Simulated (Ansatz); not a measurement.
CH6FGeNO, SMILES `[NH2][GeH]([OH])[CH2]F`, 11 atoms. Charge 0, multiplicity 1. Correlated methods include outer-core shells of Ge, which these sets cover unevenly. Scalar relativity is left out up to krypton. All runs use 4 threads of an Arm Neoverse V2 on a shared host. Correlated methods freeze the cores.

Give the basis size and wall time and peak host memory of each of these runs in Ansatz. RKS PBE0-D4/def2-SVP energy; RKS ωB97M-V/def2-SVP energy; RKS PBE0-D4/def2-TZVP relaxation (16 steps); RKS ωB97X-V/def2-TZVPP energy; RKS CAM-B3LYP-D4/def2-TZVPP energy; RKS PBE-QIDH (frozen core)/def2-TZVPP energy; RHF-CCSD(T)/def2-TZVPP energy; RKS PBE0-D4/def2-QZVPP energy; RKS ωB97M-V/def2-TZVPP energy and forces; RKS ωB97M-V/def2-QZVPP energy; RHF-MP2/def2-QZVPP energy; RKS PBE0-D4/def2-TZVP frequencies. (Best estimate.)

Computed: Other jobs shared the machine, so times are rough.

```tsv
level	job	functions	wall time	peak host memory (GiB)
RKS PBE0-D4/def2-SVP	energy	118	1.4 s	0.46
RKS CAM-B3LYP-D4/def2-TZVPP	energy	256	4.1 s	0.79
RKS ωB97M-V/def2-SVP	energy	118	6 s	0.46
RKS PBE-QIDH (frozen core)/def2-TZVPP	energy	256	6.5 s	0.71
RKS ωB97X-V/def2-TZVPP	energy	256	8.5 s	0.85
RKS PBE0-D4/def2-QZVPP	energy	497	11 s	2
RKS ωB97M-V/def2-TZVPP	energy and forces	256	13 s	0.96
RKS ωB97M-V/def2-QZVPP	energy	497	23 s	2.3
RHF-MP2/def2-QZVPP	energy	497	29 s	3.2
RKS PBE0-D4/def2-TZVP	relaxation (16 steps)	208	63 s	0.6
RKS PBE0-D4/def2-TZVP	frequencies	208	3.1 min	0.6
RHF-CCSD(T)/def2-TZVPP	energy	256	5.6 min	6.3
```
